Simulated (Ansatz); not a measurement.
Sn(N(SiH3)2)2 (Si₄SnN₂H₁₂). Total charge 0; singlet. Geometry r2SCAN-D4/def2-SVP; atoms count from 1.

| atom | x (Å) | y (Å) | z (Å) |
| --- | --- | --- | --- |
| Sn1 | -0.6017 | -1.2944 | 1.2481 |
| N2 | -1.4320 | -0.5222 | -0.4998 |
| Si3 | -3.0052 | -1.0915 | -1.0269 |
| Si4 | -0.5717 | 0.6844 | -1.4546 |
| H5 | -4.0159 | 0.0097 | -1.0827 |
| H6 | -3.4691 | -2.1107 | -0.0317 |
| H7 | -2.9507 | -1.7359 | -2.3755 |
| H8 | -1.4362 | 0.9975 | -2.6382 |
| H9 | 0.7375 | 0.1811 | -1.9655 |
| H10 | -0.3507 | 1.9563 | -0.7047 |
| N11 | 1.1451 | -0.0797 | 1.0882 |
| Si12 | 1.1536 | 1.4432 | 1.9322 |
| Si13 | 2.5481 | -0.8394 | 0.3926 |
| H14 | 1.9986 | 1.4224 | 3.1708 |
| H15 | -0.2609 | 1.7236 | 2.3562 |
| H16 | 1.6341 | 2.5744 | 1.0797 |
| H17 | 3.1746 | -0.0228 | -0.6929 |
| H18 | 2.0877 | -2.1460 | -0.1948 |
| H19 | 3.6149 | -1.1498 | 1.3995 |

In the def2 sets Sn takes a core potential; there is no spin–orbit coupling.

(1) Estimate the Mulliken populations from the PBE0/def2-TZVP orbitals of Ansatz.

(2) And the Mayer bond orders between heavy atoms (over 0.3)?

## Answers

(1) 
| atom | charge (e) |
| --- | --- |
| Sn1 | 0.72 |
| N2 | -0.56 |
| Si3 | 0.20 |
| Si4 | 0.23 |
| H5 | -0.03 |
| H6 | -0.04 |
| H7 | -0.03 |
| H8 | -0.04 |
| H9 | -0.03 |
| H10 | -0.03 |
| N11 | -0.60 |
| Si12 | 0.19 |
| Si13 | 0.19 |
| H14 | -0.03 |
| H15 | -0.04 |
| H16 | -0.02 |
| H17 | -0.02 |
| H18 | -0.04 |
| H19 | -0.03 |
Mulliken values depend strongly on the basis.

(2) Sn1–N2 0.93 (2.08 Å); Sn1–N11 0.69 (2.13 Å); N2–Si3 1.11 (1.75 Å); N2–Si4 1.07 (1.76 Å); N11–Si12 1.13 (1.74 Å); N11–Si13 1.13 (1.74 Å).
